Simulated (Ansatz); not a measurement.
Ideal-gas functions of `O[P](O)[GeH3]` at 400 K and 1 bar, from an Ansatz frequency run at PBE0-D4/def2-TZVP.

Molar mass 140.62 g/mol, point group C1 (symmetry number 1), electronic degeneracy 1, moments of inertia 79.506, 247.389, 289.792 u Å². Harmonic wavenumbers (cm⁻¹, unscaled): 101, 159, 183, 314, 346, 365, 465, 486, 517, 772, 815, 832, 870, 876, 1024, 1053, 2111, 2151, 2161, 3803, 3854.

Use S(trans) = R[1.5 ln M + 2.5 ln T − 1.1517]; rotational temperatures θ = 24.2544 K / I; S(rot) = R[ln(√π/σ · √(T³/θAθBθC)) + 1.5]; for each mode x = 1.438777 ν̃/T, S = R[x/(eˣ − 1) − ln(1 − e⁻ˣ)] and H = RT x/(eˣ − 1); 1 cm⁻¹ = 0.0119627 kJ/mol; R = 8.31446 J/(mol·K).

By hand: the entropy, in J/(mol·K).

Translation 176.6. Rotation: θ = 0.3051, 0.098, 0.0837 K, giving 116.9. Vibration, mode by mode: 16.78, 13.07, 11.94, 7.73, 7.01, 6.62, 4.94, 4.65, 4.26, 2.07, 1.83, 1.74, 1.56, 1.54, 1.00, 0.92, 0.04, 0.03, 0.03, 0.00, 0.00, in all 87.8. Electronic 0.0. Sum 381.3 J/(mol·K).

By hand: H − E and G − E in kJ/mol, counted from the electronic energy.

Zero-point energy ½ × 23258 × 0.0119627 = 139.1; thermal vibration 19.6; translation, rotation and pV give 4 RT = 13.3. H − E = 172.0 kJ/mol, and G − E = 172.0 − 400 × 381.3/1000 = 19.5 kJ/mol.

Vibration gives 23 % of the entropy, 16.8 J/(mol·K) of it from the mode under 150 cm⁻¹: soft modes count most, and the harmonic formula is weakest for them. The sum counts one conformer and one mirror image; others add a mixing term.
